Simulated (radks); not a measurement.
Q: All-electron atom: Ag II in [Kr] 4d10. Method: Dirac Kohn-Sham, PBE, spin-unpolarised, spherical densities, point nucleus; computed with a radial shooting solver on a logarithmic mesh with Libxc functionals. Some entries of the table are withheld. Estimate them.

| orbital | occ. | eigenvalue (hartree) | <1/r> (bohr^-1) | <r> (bohr) |
|---|---|---|---|---|
| 1s1/2 | 2 | -930.6312 | 49.44 | 0.03111 |
| 2s1/2 | 2 | -137.2385 | 11.39 | 0.1345 |
| 2p1/2 | 2 | (1) | 11.37 | 0.1141 |
| 2p3/2 | 4 | (2) | 10.68 | 0.1192 |
| 3s1/2 | 2 | -25.40474 | 3.983 | 0.3683 |
| 3p1/2 | 2 | -21.55212 | 3.889 | 0.3600 |
| 3p3/2 | 4 | -20.41505 | 3.722 | 0.3709 |
| 3d3/2 | 4 | -13.59674 | (3) | 0.3437 |
| 3d5/2 | 6 | -13.36779 | (4) | 0.3472 |
| 4s1/2 | 2 | -3.79317 | 1.519 | 0.9127 |
| 4p1/2 | 2 | -2.58316 | 1.395 | 0.9803 |
| 4p3/2 | 4 | -2.39671 | 1.342 | 1.012 |
| 4d3/2 | 4 | -0.58728 | (5) | 1.374 |
| 4d5/2 | 6 | -0.56647 | (6) | 1.396 |

A: 
(1) 2p1/2 eigenvalue (hartree): -127.5518
(2) 2p3/2 eigenvalue (hartree): -121.1085
(3) 3d3/2 <1/r> (bohr^-1): 3.557
(4) 3d5/2 <1/r> (bohr^-1): 3.514
(5) 4d3/2 <1/r> (bohr^-1): 0.9897
(6) 4d5/2 <1/r> (bohr^-1): 0.9739
